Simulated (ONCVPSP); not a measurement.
## Cutoff test, Ho (Z = 67), ONCV

holmium (Ho), optimised norm-conserving Vanderbilt (ONCV), made with ONCVPSP 4.0.1 (LDA (Perdew-Zunger), scalar-relativistic). Core [Kr] 4d10, reference 4f11 5s2 5p6 (charge +2). Waves: 5s: rc 2.05 bohr, ncon 4, nbas 9, qcut 7.7 1/bohr, 1 projector; 5p: rc 1.95 bohr, ncon 3, nbas 6, qcut 5.4 1/bohr, 1 projector; d scattering state at 0.34 Ha: rc 1.95 bohr, ncon 4, nbas 7, qcut 4.9 1/bohr, 2 projectors, debl 0.4 Ha; 4f: rc 1.35 bohr, ncon 4, nbas 8, qcut 15 1/bohr, 3 projectors, debl 3.2 Ha. Local part: polynomial inside 0.95 bohr (lpopt 5, dvloc0 2 Ha). Core correction: Teter function fitted to the true core (icmod 2), fcfact 0.25.

In the d channel the program set the typed energies aside and used 0.050, 0.450 Ha.

Question: For each optimised wave give the share of its norm inside rc, the residual kinetic energy above qcut (Ha) and the cutoffs (Ha) for errors of 10, 1, 0.1 and 0.01 mHa per electron.

Answer:

| wave | norm inside rc | residual KE | 10 mHa | 1 mHa | 0.1 mHa | 0.01 mHa |
| --- | --- | --- | --- | --- | --- | --- |
| 5s | 0.949 | 5.8e-09 | 12.5 | 16.6 | 19.9 | 22.8 |
| 5p | 0.816 | 2.1e-05 | 5.8 | 7.4 | 10.0 | 28.4 |
| d projector 1 | 0.149 | 4.9e-05 | 6.4 | 9.1 | 11.3 | 16.7 |
| d projector 2 | 0.191 | 1.3e-04 | 7.3 | 10.0 | 12.1 | 18.7 |
| 4f | 0.870 | 7.7e-07 | 73.4 | 84.3 | 92.9 | 100.1 |
| f projector 2 | 0.080 | 3.4e-07 | 71.0 | 84.4 | 94.5 | 102.4 |
| f projector 3 | 0.090 | 3.8e-06 | 78.3 | 91.6 | 101.3 | 109.2 |

The occupied waves need 84 Ha and 93 Ha for 1 and 0.1 mHa. Note: ghosts flagged at negative energy: s at -215.3 eV, p at -16.8 eV; no localised positive-energy state flagged. A true bound ghost makes a file unfit for plane-wave use. 3 of 4 tests not solved or not reliable.
